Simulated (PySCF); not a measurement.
# Scandium: a sound run and one with changed settings

Sound run: Sc⁺ [Ar] 3d1 4s1, Sc²⁺ [Ar] 3d1. Calculation: PySCF 2.14, in def2-SVP; no relativity, point nucleus. In the sound run the correlated levels freeze [Ar]. The sound run starts from symmetry-adapted Hartree-Fock orbitals and uses a fine grid where one is needed.

Changed run: scalar relativity by spin-free X2C-1e. This setting is unsound on purpose.

```json
{"species": "Sc⁺", "method": "UHF", "sound run (hartree)": "-759.43123", "changed run (hartree)": "-762.47337", "converged": "yes"}
{"species": "Sc⁺", "method": "TPSS", "sound run (hartree)": "-760.29363", "changed run (hartree)": "-763.33558", "converged": "yes"}
{"species": "Sc⁺", "method": "B3LYP", "sound run (hartree)": "-760.28902", "changed run (hartree)": "-763.33090", "converged": "yes"}
{"species": "Sc⁺", "method": "MP2", "sound run (hartree)": "-759.43285", "changed run (hartree)": "-762.47498", "converged": "yes"}
{"species": "Sc²⁺", "method": "UHF", "sound run (hartree)": "-758.98630", "changed run (hartree)": "-762.02607", "converged": "yes"}
{"species": "Sc²⁺", "method": "TPSS", "sound run (hartree)": "-759.82881", "changed run (hartree)": "-762.86825", "converged": "yes"}
{"species": "Sc²⁺", "method": "B3LYP", "sound run (hartree)": "-759.81308", "changed run (hartree)": "-762.85242", "converged": "yes"}
```

Ionisation energy of Sc⁺:

```json
{"method": "UHF", "sound run (eV)": "12.107", "changed run (eV)": "12.172"}
{"method": "TPSS", "sound run (eV)": "12.648", "changed run (eV)": "12.717"}
{"method": "B3LYP", "sound run (eV)": "12.951", "changed run (eV)": "13.020"}
{"method": "MP2", "sound run (eV)": "12.151", "changed run (eV)": "12.216"}
{"method": "SCS-MP2", "sound run (eV)": "12.122", "changed run (eV)": "12.186"}
```

Most of the change in total energy is the relativistic energy itself. On top of that the contraction fixes the core shape for the Hamiltonian it was made with, so the changed run is not a good calculation with the other Hamiltonian either.

For comparison, NIST gives 12.800 eV between the lowest levels.
